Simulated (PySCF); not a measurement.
# What a mistake does to a calculation on AlBCH5O

All numbers below are calculated, not measured. The program is PySCF 2.14.0, an open-source quantum chemistry code, run on an isolated molecule that a program drew, which may never have been made. The molecule is AlBCH5O (charge 0, doublet), drawn as the SMILES string `B[O][Al][CH3]`.

Each row is a Hartree-Fock (HF) and frozen-core CCSD(T) single point in the cc-pV(D+d)Z basis, meant for a local HF minimum. Run 1 is clean. Each other run has one planted mistake out of seven kinds, and not every kind appears here: one electron removed, one electron added, multiplicity raised by two, geometry at a saddle point, minimal basis STO-3G, one bond length entered in bohr, all coordinates scaled. The reference is restricted for singlets and unrestricted otherwise, and also for a bond in bohr. Adding or removing an electron swaps singlet and doublet. Electrons count all cores. HOMO and LUMO are orbital energies over both spins, the gradient is its largest component, and the lowest frequency (negative if imaginary) is given only where the gradient is small. Bond lengths are over the 8 bonds as drawn. T1 is the CCSD diagnostic: over 0.02 (restricted) or 0.045 (unrestricted) a single reference is doubtful.

Geometry of the clean run:
```xyz
9
AlBCH5O, angstrom
B    -0.1179   -0.4875    2.1436
O     0.4394    0.4038    1.3183
Al    1.1910    1.5789    0.3461
C     0.6500    1.6383   -1.5511
H    -1.1287   -0.2075    2.7427
H     0.3874   -1.5749    2.2895
H     0.8253    0.6628   -2.0193
H    -0.4237    1.8479   -1.6242
H     1.1877    2.3975   -2.1243
```

```
run  electrons  basis functions  <S^2>  HOMO (eV)  LUMO (eV)  gradient (hartree/bohr)  lowest frequency (cm^-1)  mean bond (Å)  longest bond (Å)      T1  HF (hartree)  CCSD(T) (hartree)               mistake
  1         37               90  0.756      -8.24       1.23                  3.1e-05                        25         1.3389             1.974  0.0164    -382.31933         -382.83087              no fault
  2         37               29  0.757      -5.29       6.66                  3.1e-02                         -         1.3389             1.974  0.0216    -377.59930         -377.80323  minimal basis STO-3G
  3         38               90  0.000      -0.31       7.07                  4.9e-02                         -         1.3389             1.974  0.0189    -382.30014         -382.85019                     ?
  4         36               90  0.000     -15.62      -6.72                  5.9e-02                         -         1.3389             1.974  0.0172    -382.04367         -382.55236                     ?
```

**Which mistake was planted in run 3, and what did it cost?**

It counts 38 electrons, one more than the clean run, at the same geometry and basis. So the mistake is: one electron added. Subtracting run 1 and multiplying by 627.51 kcal/mol a hartree, the energy moved by 12.0 kcal/mol in HF and -12.1 kcal/mol in CCSD(T).

**Which mistake was planted in run 4, and what did it cost?**

It counts 36 electrons, one fewer than the clean run, at the same geometry and basis. So the mistake is: one electron removed. Subtracting run 1 and multiplying by 627.51 kcal/mol a hartree, the energy moved by 173.0 kcal/mol in HF and 174.8 kcal/mol in CCSD(T).

